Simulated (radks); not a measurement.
Results of a calculation; reference values are marked as such.
The technetium ion Tc2+, configuration [Kr] 4d5 (the NIST ground configuration).

Code: a radial shooting solver on a logarithmic mesh with Libxc functionals. Model: non-relativistic Kohn-Sham, exchange-only PBE, spin-polarised, spherical densities, point nucleus; open shells are filled with parallel spins first (spin-orbit coupling, left out, can overturn this in heavy ions); relativity is left out, which matters for an element this heavy.

Energy parts (eV):
| part | energy |
|---|---|
| total | -114383.206 |
| kinetic | 114383.206 |
| electron-nucleus | -271672.850 |
| Hartree | 46265.439 |
| exchange | -3359.001 |

Orbitals (lengths in bohr, moments of r in powers of bohr):
| orbital | occ. | eigenvalue (eV) | <r^4> |
|---|---|---|---|
| 1s down | 1 | -20335.14 | 7.162e-06 |
| 1s up | 1 | -20335.12 | 7.162e-06 |
| 2s up | 1 | -2863.154 | 0.001350 |
| 2s down | 1 | -2862.456 | 0.001350 |
| 2p up | 3 | -2644.661 | 0.0009031 |
| 2p down | 3 | -2644.157 | 0.0009027 |
| 3s up | 1 | -508.8328 | 0.06743 |
| 3s down | 1 | -508.4850 | 0.06724 |
| 3p up | 3 | -424.0488 | 0.06935 |
| 3p down | 3 | -423.6410 | 0.06908 |
| 3d up | 5 | -268.4196 | 0.06965 |
| 3d down | 5 | -267.7787 | 0.06911 |
| 4s up | 1 | -85.5925 | 2.720 |
| 4s down | 1 | -81.6887 | 2.661 |
| 4p up | 3 | -60.9231 | 4.085 |
| 4p down | 3 | -56.7911 | 4.042 |
| 4d up | 5 | -23.2898 | 17.67 |
| 4d down | 0 | -19.0715 | 21.03 |

The highest occupied level is 4d up at -23.290 eV. Summed over all electrons, <r^2> = 31.41 bohr^2, which gives a Langevin (diamagnetic) susceptibility term of -24.9 x 10^-6 cm^3/mol. The density falls to 0.001 e/bohr^3 at r = 3.53 bohr.
